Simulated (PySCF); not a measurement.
Molecule: `FBC1CC1`, C3H6BF.

Numbering as in the mapped SMILES `[F:1][BH:2][CH:3]1[CH2:4][CH2:5]1`. Hydrogens are named by the atom that carries them. Ha(C4), Ha(C5) are cis to B2 on the ring; Hb(C4), Hb(C5) are trans to B2 on the ring.

Spin–spin couplings on one PBE0-D3(BJ)/def2-SVP geometry, PySCF 2.14.0 with density-fitted response routines, gas phase, non-relativistic, equivalent pairs averaged (spin–dipole term only in couplings to heteroatoms); isotopes 13C, 1H, 11B, 19F; basis pcJ-1.

Q: How do the couplings (Hz) change with the functional? Times are CPU seconds on 1 thread of an Arm Neoverse V1, shared host.

A: 
| functional | functions | 1J(C4,Hb(C4)) | 1J(C4,Ha(C4)) | 1J(C3,H(C3)) | 1J(B2,H(B2)) | 1J(B2,C3) | 1J(F1,B2) | 1J(C4,C5) | core-s |
| --- | --- | --- | --- | --- | --- | --- | --- | --- | --- |
| HF | 195 | 202.5 | 201.0 | 187.1 | 169.5 | 101.7 | -41.1 | 40.2 | 16 |
| LDA | 195 | 136.2 | 134.2 | 125.4 | 123.6 | 62.0 | -216.1 | 9.4 | 13 |
| PBE | 195 | 159.9 | 158.5 | 147.4 | 147.0 | 74.3 | -210.4 | 15.9 | 19 |
| KT2 | 195 | 171.9 | 169.6 | 156.4 | 154.9 | 63.1 | -236.6 | 8.5 | 20 |
| B3LYP | 195 | 173.4 | 171.9 | 160.2 | 158.0 | 80.9 | -175.2 | 20.5 | 18 |
| PBE0 | 195 | 164.0 | 162.6 | 151.7 | 149.0 | 77.9 | -172.7 | 19.4 | 21 |
| B97-2 | 195 | 157.0 | 155.7 | 144.7 | 150.9 | 80.5 | -164.3 | 18.5 | 21 |
| BHandHLYP | 195 | 184.1 | 182.6 | 170.6 | 164.7 | 88.0 | -127.2 | 26.6 | 23 |
| CAM-B3LYP | 195 | 170.2 | 168.7 | 157.5 | 155.4 | 80.0 | -166.2 | 20.7 | 30 |
